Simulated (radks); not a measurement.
The numbers below are computed, except where a source is named.
The palladium ion Pd4+, 42 electrons, occupied as [Ar] 3d10 4s2 4d(up 3.5, down 3.5) 4p(up 2.75, down 2.25) (fractional occupations, a model configuration). Level of theory: scalar-relativistic Kohn-Sham, PBE, spin-polarised, spherical densities, point nucleus (a radial shooting solver on a logarithmic mesh with Libxc functionals). Some entries of the table are withheld. Estimate them.

orbital,occ.,eigenvalue (eV),r(max) (bohr),<r> (bohr)
1s up,1,-24230.21,0.02066,0.03185
1s down,1,-24230.09,0.02066,0.03185
2s up,1,-3591.330,0.1168,0.1383
2s down,1,-3591.257,0.1168,0.1383
2p up,3,-3226.379,0.09339,0.1206
2p down,3,-3226.266,0.09339,0.1206
3s up,1,-698.5051,0.3417,0.3792
3s down,1,-698.3860,0.3417,0.3791
3p up,3,-578.5217,0.3349,0.3785
3p down,3,-578.3865,0.3349,0.3785
3d up,5,-387.9897,0.2823,0.3573
3d down,5,-387.8486,0.2823,0.3573
4s up,1,-144.9547,0.8460,0.9293
4s down,1,-144.3491,0.8460,0.9299
4p up,2.75,-109.8512,0.8997,(1)
4p down,2.25,-109.2801,0.9000,(2)
4d up,3.5,-58.5713,1.033,1.237
4d down,3.5,-58.1228,1.035,1.241

Answer. 
(1) 4p up <r> (bohr): 1.008
(2) 4p down <r> (bohr): 1.009
